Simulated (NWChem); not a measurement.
Species: AgPH4; SMILES [PH3]->[AgH]

Results from NWChem. def2 effective core potentials on Ag; no spin-orbit coupling. Each level has its own optimisation; frequencies are unscaled.

For level PBE/def2-SVP:

```yaml
highest harmonic frequency (cm⁻¹): 2392
```

Task: Estimate the same quantities for level PBE0/def2-SVP.

Result: 
| Quantity | Value |
|---|---|
| highest harmonic frequency (cm⁻¹) | 2485 |
